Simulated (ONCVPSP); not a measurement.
## P (Z = 15): one change to an ONCV potential, before and after

```
Element                 : phosphorus (P)
Generator               : ONCVPSP 4.0.1
Type                    : optimised norm-conserving Vanderbilt (ONCV)
Functional              : PBE
Relativity              : scalar-relativistic
Frozen core             : [Ne]
Valence charge          : 5
Reference configuration : 3s1.5 3p3.5
Partial waves           : 3s: rc 1.25 bohr, ncon 4, nbas 8, qcut 4.6 1/bohr, 2 projectors, debl 3.6 Ha; 3p: rc 1.70 bohr, ncon 3, nbas 6, qcut 4.7 1/bohr, 2 projectors, debl 2.8 Ha; d scattering state at 0.14 Ha: rc 1.50 bohr, ncon 4, nbas 7, qcut 7 1/bohr, 3 projectors, debl 1.4 Ha
Local potential         : polynomial inside 0.85 bohr (lpopt 1, dvloc0 0 Ha)
Core correction         : Teter function, fcfact 4.75, rcfact 1.3
```

Change: s: nproj 0; local potential the s channel.

Cutoffs: the cutoffs (Ha) at which the residual kinetic energy of the hardest occupied pseudo-wave falls to 1 and 0.1 mHa per electron; they do not see the model core or the augmentation charge, which bear on the density cutoff. Errors are all-electron minus pseudo energies relative to the spin-unpolarised reference configuration.

Task: What does the change do?

Result: The potential gets neither clearly harder nor softer (19 Ha and 105 Ha → 19 Ha and 105 Ha); the bound ghost in d disappears; of the 4 tests that both files solve, the error grows in 1 and shrinks in 0 by more than 15 % and 0.3 meV (median size 0.7 → 0.8 meV); the range in which the s phases agree narrows (upper end 4.5 → 2.3). In the separable form a ghost depends on how the local part lies against the semilocal potential of the channel, so the choice of the local part can create or remove one.

```csv
quantity,base,changed
"cutoff, loose",19 Ha,19 Ha
"cutoff, tight",105 Ha,105 Ha
bound ghosts,d,none
GHOST(+) flags under 300 eV,s at 128.1 eV,none
"error for 3s2 3p3, meV [ΔE -4.25 eV]",-0.1,0.0
"error for 3s2 3p2, meV [ΔE 5.48 eV]",+0.9,+1.1
"error for 3s2 3p1, meV [ΔE 24.63 eV]",+11,+14
"error for 3s1 3p4, meV [ΔE 4.28 eV]",-0.5,-0.4
s: phases at 1.27 bohr within 0.05 rad from the reference energy up to (Ha; the scan ends near 5),4.5,2.3
p: phases at 1.73 bohr within 0.05 rad from the reference energy up to (Ha; the scan ends near 5),4.4,4.6
d: phases at 1.53 bohr within 0.05 rad from the reference energy up to (Ha; the scan ends near 5),to the end of the scan,to the end of the scan
"rms error of d²Exc/dni dnj with the model core, mHa",0.09,0.09
```

 A true bound ghost makes a file unfit for plane-wave use even where its test errors are small: the radial tests pick states by their node count and pass the ghost by.
